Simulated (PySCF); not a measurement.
C3H9Sb, triplet, at the geometry of the source list (a higher spin typed on purpose: for a closed-shell molecule this is an excited state) (all electrons, no relativity); SVWN5/STO-3G run with PySCF.

Input for PySCF:
```python
from pyscf import gto, scf, dft

mol = gto.M(
    atom='''
Sb   -0.00200000    0.01770000    1.22880000
C     0.18730000   -1.81640000    0.08130000
H     0.84370000   -2.51580000    0.59200000
H     0.59880000   -1.58780000   -0.89860000
H    -0.79230000   -2.27250000   -0.03440000
C     1.46900000    1.08240000    0.04220000
H     2.46560000    0.71800000    0.26500000
H     1.42780000    2.14210000    0.26600000
H     1.25900000    0.93180000   -1.01090000
C    -1.65400000    0.73500000    0.01980000
H    -2.56070000    0.20220000    0.28500000
H    -1.43260000    0.56960000   -1.02890000
H    -1.80950000    1.79370000    0.19270000
''',
    basis='sto-3g',
    spin=2,
    verbose=4,
)

mf = dft.UKS(mol)
mf.xc = 'lda,vwn'
mf.kernel()
mf.analyze()
```

What does PySCF print? Leave out banner, timings and long lists.


```
PySCF version 2.14.0

[INPUT] verbose = 4
[INPUT] num. atoms = 13
[INPUT] num. electrons = 78
[INPUT] charge = 0
[INPUT] spin (= nelec alpha-beta = 2S) = 2
[INPUT] symmetry False subgroup None
[INPUT] Mole.unit = angstrom
[INPUT] Symbol           X                Y                Z      unit          X                Y                Z       unit  Magmom
[...]
nuclear repulsion = 379.941114643672
number of shells = 29
number of NR pGTOs = 153
number of NR cGTOs = 51
basis = sto-3g
ecp = {}

******** <class 'pyscf.dft.uks.UKS'> ********
method = UKS
initial guess = minao
damping factor = 0
level_shift factor = 0
DIIS = <class 'pyscf.scf.diis.CDIIS'>
diis_start_cycle = 1
diis_space = 8
diis_damp = 0
SCF conv_tol = 1e-09
SCF conv_tol_grad = None
SCF max_cycles = 50
direct_scf = True
direct_scf_tol = 1e-13
number electrons alpha = 40  beta = 38
XC library pyscf.dft.libxc version 7.1.2
    S. Lehtola, C. Steigemann, M. J. T. Oliveira, and M. A. L. Marques,  SoftwareX 7, 1–5 (2018)
XC functionals = lda,vwn
    P. A. M. Dirac,  Math. Proc. Cambridge Philos. Soc. 26, 376 (1930)
    F. Bloch,  Z. Phys. 57, 545 (1929)
    S. H. Vosko, L. Wilk, and M. Nusair,  Can. J. Phys. 58, 1200 (1980)
radial grids:
    Treutler-Ahlrichs [JCP 102, 346 (1995); DOI:10.1063/1.469408] (M4) radial grids

becke partition: Becke, JCP 88, 2547 (1988); DOI:10.1063/1.454033
pruning grids: <function nwchem_prune>
grids dens level: 3
symmetrized grids: False
atomic radii adjust function: <function treutler_atomic_radii_adjust>
small_rho_cutoff = 0
Set gradient conv threshold to 3.16228e-05
tot grids = 152584
init E= -6346.71293682982

cycle= 1 E= -6364.33283226174  delta_E= -17.6  |g|= 0.443  |ddm|= 3.31

cycle= 2 E= -6364.3482551593  delta_E= -0.0154  |g|= 0.439  |ddm|=  3.2

cycle= 3 E= -6364.44050975013  delta_E= -0.0923  |g|= 0.275  |ddm|= 3.09

cycle= 4 E= -6364.48776584925  delta_E= -0.0473  |g|= 0.116  |ddm|= 2.97

cycle= 5 E= -6364.4874851943  delta_E= 0.000281  |g|= 0.131  |ddm|= 2.89

cycle= 6 E= -6364.49211675679  delta_E= -0.00463  |g|= 0.107  |ddm|= 1.61

cycle= 7 E= -6364.49529387674  delta_E= -0.00318  |g|= 0.0847  |ddm|= 2.23

cycle= 8 E= -6364.4948309993  delta_E= 0.000463  |g|= 0.0865  |ddm|= 2.79

cycle= 9 E= -6364.49617123223  delta_E= -0.00134  |g|= 0.0794  |ddm|= 0.414

cycle= 10 E= -6364.49006275255  delta_E= 0.00611  |g|= 0.107  |ddm|= 2.95

cycle= 11 E= -6364.49058508073  delta_E= -0.000522  |g|= 0.104  |ddm|= 0.151

cycle= 12 E= -6364.4978959094  delta_E= -0.00731  |g|= 0.0686  |ddm|=  1.9

cycle= 13 E= -6364.48863432558  delta_E= 0.00926  |g|= 0.111  |ddm|= 2.92

cycle= 14 E= -6364.4883978863  delta_E= 0.000236  |g|= 0.114  |ddm|= 1.63

cycle= 15 E= -6364.49773817385  delta_E= -0.00934  |g|= 0.0706  |ddm|= 2.95

cycle= 16 E= -6364.4943660565  delta_E= 0.00337  |g|= 0.0901  |ddm|= 0.759

cycle= 17 E= -6364.48504471736  delta_E= 0.00932  |g|= 0.13  |ddm|= 2.95

cycle= 18 E= -6364.48892940477  delta_E= -0.00388  |g|= 0.113  |ddm|= 0.15

cycle= 19 E= -6364.48992591047  delta_E= -0.000997  |g|= 0.108  |ddm|= 0.152

cycle= 20 E= -6364.49632655574  delta_E= -0.0064  |g|= 0.0776  |ddm|= 2.94

cycle= 21 E= -6364.4879170057  delta_E= 0.00841  |g|= 0.117  |ddm|=  2.9

cycle= 22 E= -6364.48719296835  delta_E= 0.000724  |g|= 0.12  |ddm|= 0.0608

cycle= 23 E= -6364.48341721505  delta_E= 0.00378  |g|= 0.137  |ddm|= 0.146

cycle= 24 E= -6364.48693171967  delta_E= -0.00351  |g|= 0.126  |ddm|= 2.95

cycle= 25 E= -6364.4865484766  delta_E= 0.000383  |g|= 0.128  |ddm|= 0.0949

cycle= 26 E= -6364.49676980827  delta_E= -0.0102  |g|= 0.0769  |ddm|=  2.1

cycle= 27 E= -6364.4968905949  delta_E= -0.000121  |g|= 0.0765  |ddm|= 1.83

cycle= 28 E= -6364.48850515672  delta_E= 0.00839  |g|= 0.114  |ddm|= 2.95

cycle= 29 E= -6364.48871810724  delta_E= -0.000213  |g|= 0.111  |ddm|= 0.741

cycle= 30 E= -6364.4883809602  delta_E= 0.000337  |g|= 0.113  |ddm|= 0.156

cycle= 31 E= -6364.48661356448  delta_E= 0.00177  |g|= 0.122  |ddm|= 0.407

cycle= 32 E= -6364.48808914639  delta_E= -0.00148  |g|= 0.115  |ddm|= 0.128

cycle= 33 E= -6364.49497523219  delta_E= -0.00689  |g|= 0.0883  |ddm|= 2.94

cycle= 34 E= -6364.49563191521  delta_E= -0.000657  |g|= 0.0835  |ddm|= 0.271

cycle= 35 E= -6364.49607540961  delta_E= -0.000443  |g|= 0.0803  |ddm|= 0.0835

cycle= 36 E= -6364.49425477952  delta_E= 0.00182  |g|= 0.0934  |ddm|= 0.669

cycle= 37 E= -6364.49648861891  delta_E= -0.00223  |g|= 0.0781  |ddm|= 1.73

cycle= 38 E= -6364.49782262355  delta_E= -0.00133  |g|= 0.0718  |ddm|= 1.46

cycle= 39 E= -6364.48705670435  delta_E= 0.0108  |g|= 0.12  |ddm|= 2.91

cycle= 40 E= -6364.48508918376  delta_E= 0.00197  |g|= 0.128  |ddm|= 0.0512

cycle= 41 E= -6364.48090219322  delta_E= 0.00419  |g|= 0.145  |ddm|= 0.0558

cycle= 42 E= -6364.48129456225  delta_E= -0.000392  |g|= 0.143  |ddm|= 0.00454

cycle= 43 E= -6364.48643246399  delta_E= -0.00514  |g|= 0.123  |ddm|= 0.112

cycle= 44 E= -6364.48473353288  delta_E= 0.0017  |g|= 0.135  |ddm|= 2.95

cycle= 45 E= -6364.47034692862  delta_E= 0.0144  |g|= 0.179  |ddm|= 0.156

cycle= 46 E= -6364.47852255625  delta_E= -0.00818  |g|= 0.155  |ddm|= 0.0814

cycle= 47 E= -6364.47584398929  delta_E= 0.00268  |g|= 0.163  |ddm|= 0.0779

cycle= 48 E= -6364.47754789847  delta_E= -0.0017  |g|= 0.158  |ddm|= 0.234

cycle= 49 E= -6364.47496692318  delta_E= 0.00258  |g|= 0.166  |ddm|= 0.146

cycle= 50 E= -6364.49524256942  delta_E= -0.0203  |g|= 0.0838  |ddm|= 1.36
SCF not converged.
SCF energy = -6364.49524256942 after 50 cycles  <S^2> = 2.0008258  2S+1 = 3.0005505
**** SCF Summaries ****
Total Energy =                       -6364.495242569424590
Nuclear Repulsion Energy =             379.941114643671995
One-electron Energy =                -9551.213908221021484
Two-electron Energy =                 2806.777551007925013
Two-electron Coulomb Energy =         2985.958451950311883
DFT Exchange-Correlation Energy =     -179.180900942387041
**** MO energy ****
                             alpha | beta                alpha | beta
[...]
To work with the spin densities directly, `use mulliken_meta_spin()` only printing them here.

 ** Mulliken spin pop alpha/beta on meta-lowdin orthogonal AOs **
 ** Mulliken Spin Density (per AO)  **
spin_pop of  0 Sb 1s        0.00000
spin_pop of  0 Sb 2s        0.00000
spin_pop of  0 Sb 3s        0.00003
spin_pop of  0 Sb 4s        0.00024
spin_pop of  0 Sb 5s        0.16101
spin_pop of  0 Sb 2px       0.00000
spin_pop of  0 Sb 2py       0.00000
spin_pop of  0 Sb 2pz       0.00000
spin_pop of  0 Sb 3px       0.00002
spin_pop of  0 Sb 3py       0.00001
spin_pop of  0 Sb 3pz       0.00001
spin_pop of  0 Sb 4px       0.00034
spin_pop of  0 Sb 4py       0.00007
spin_pop of  0 Sb 4pz       0.00073
spin_pop of  0 Sb 5px       0.44365
spin_pop of  0 Sb 5py       0.12112
spin_pop of  0 Sb 5pz       0.62452
spin_pop of  0 Sb 3dxy      0.00000
spin_pop of  0 Sb 3dyz      0.00000
spin_pop of  0 Sb 3dz^2     0.00000
spin_pop of  0 Sb 3dxz      0.00000
spin_pop of  0 Sb 3dx2-y2   -0.00000
spin_pop of  0 Sb 4dxy      0.00158
spin_pop of  0 Sb 4dyz      0.00019
spin_pop of  0 Sb 4dz^2     0.00007
spin_pop of  0 Sb 4dxz      0.00222
spin_pop of  0 Sb 4dx2-y2   -0.00013
spin_pop of  1 C 1s        0.00000
spin_pop of  1 C 2s        0.01241
spin_pop of  1 C 2px       0.00437
spin_pop of  1 C 2py       0.03041
spin_pop of  1 C 2pz       0.03254
spin_pop of  2 H 1s       -0.00176
spin_pop of  3 H 1s        0.01339
spin_pop of  4 H 1s        0.00207
spin_pop of  5 C 1s        0.00004
spin_pop of  5 C 2s        0.07507
spin_pop of  5 C 2px       0.11292
spin_pop of  5 C 2py       0.06458
spin_pop of  5 C 2pz       0.09870
spin_pop of  6 H 1s       -0.00629
spin_pop of  7 H 1s       -0.00623
spin_pop of  8 H 1s        0.01476
spin_pop of  9 C 1s        0.00001
spin_pop of  9 C 2s        0.03578
spin_pop of  9 C 2px       0.07089
spin_pop of  9 C 2py       0.02151
spin_pop of  9 C 2pz       0.06569
spin_pop of  10 H 1s       -0.00450
spin_pop of  11 H 1s        0.01221
spin_pop of  12 H 1s       -0.00428
 ** Mulliken Spin Density (per atom)  **
spin density of  0 Sb =      1.35570
spin density of  1 C =      0.07974
spin density of  2 H =     -0.00176
spin density of  3 H =      0.01339
spin density of  4 H =      0.00207
spin density of  5 C =      0.35131
spin density of  6 H =     -0.00629
spin density of  7 H =     -0.00623
spin density of  8 H =      0.01476
spin density of  9 C =      0.19388
spin density of  10 H =     -0.00450
spin density of  11 H =      0.01221
spin density of  12 H =     -0.00428
 ** Mulliken pop alpha/beta on meta-lowdin orthogonal AOs **
 ** Mulliken pop       alpha | beta **
In total            40.00000 | 38.00000
 ** Mulliken atomic charges   ( Nelec_alpha | Nelec_beta ) **
charge of  0Sb =      0.42884  (    25.96343     24.60773 )
charge of  1C =     -0.20720  (     3.14347      3.06373 )
charge of  2H =      0.05405  (     0.47210      0.47386 )
charge of  3H =      0.05943  (     0.47698      0.46359 )
charge of  4H =      0.05307  (     0.47450      0.47243 )
charge of  5C =     -0.46213  (     3.40672      3.05541 )
charge of  6H =      0.05626  (     0.46873      0.47501 )
charge of  7H =      0.05547  (     0.46915      0.47538 )
charge of  8H =      0.05805  (     0.47836      0.46360 )
charge of  9C =     -0.25334  (     3.22361      3.02973 )
charge of  10H =      0.04896  (     0.47327      0.47777 )
charge of  11H =      0.05940  (     0.47640      0.46419 )
charge of  12H =      0.04915  (     0.47328      0.47757 )
Dipole moment(X, Y, Z, Debye): -0.83371, -0.98171,  0.77672
```

Convergence was not reached.
